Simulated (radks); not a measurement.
Values are calculated unless marked as measured or tabulated.
All-electron atom: Pm12+ in [Kr] 4d10 4f1 5s2.

Code: a radial shooting solver on a logarithmic mesh with Libxc functionals. Model: scalar-relativistic Kohn-Sham, PBE, spin-polarised, spherical densities, point nucleus; open shells are filled with parallel spins first (spin-orbit coupling, left out, can overturn this in heavy ions).

Energy parts (eV):
total: -271583.59
kinetic: 289781.57
electron-nucleus: -649194.89
Hartree: 93833.40
exchange-correlation: -6003.67

Orbitals (lengths in bohr, moments of r in powers of bohr; r(max) is where P^2 peaks):
| orbital | occ. | eigenvalue (eV) | <r> | r(max) |
|---|---|---|---|---|
| 1s down | 1 | -45251.85 | 0.02318 | 0.01479 |
| 1s up | 1 | -45251.85 | 0.02318 | 0.01479 |
| 2s up | 1 | -7547.943 | 0.09896 | 0.08379 |
| 2s down | 1 | -7547.936 | 0.09896 | 0.08379 |
| 2p up | 3 | -6764.342 | 0.08711 | 0.06762 |
| 2p down | 3 | -6764.339 | 0.08711 | 0.06762 |
| 3s up | 1 | -1825.955 | 0.2604 | 0.2386 |
| 3s down | 1 | -1825.466 | 0.2604 | 0.2386 |
| 3p up | 3 | -1579.921 | 0.2587 | 0.2338 |
| 3p down | 3 | -1579.435 | 0.2586 | 0.2338 |
| 3d up | 5 | -1242.773 | 0.2361 | 0.1919 |
| 3d down | 5 | -1242.398 | 0.2361 | 0.1919 |
| 4s up | 1 | -538.1636 | 0.5839 | 0.5483 |
| 4s down | 1 | -537.0183 | 0.5840 | 0.5483 |
| 4p up | 3 | -455.8934 | 0.6138 | 0.5706 |
| 4p down | 3 | -454.7632 | 0.6138 | 0.5706 |
| 4d up | 5 | -339.2570 | 0.6561 | 0.5911 |
| 4d down | 5 | -338.1438 | 0.6563 | 0.5911 |
| 5s up | 1 | -221.3281 | 1.201 | 1.157 |
| 5s down | 1 | -220.6668 | 1.203 | 1.159 |
| 4f up | 1 | -210.9563 | 0.7262 | 0.5758 |
| 4f down | 0 | -209.8519 | 0.7273 | 0.5761 |

The highest occupied level is 4f up at -210.96 eV. The density falls to 0.001 e/bohr^3 at r = 2.28 bohr.
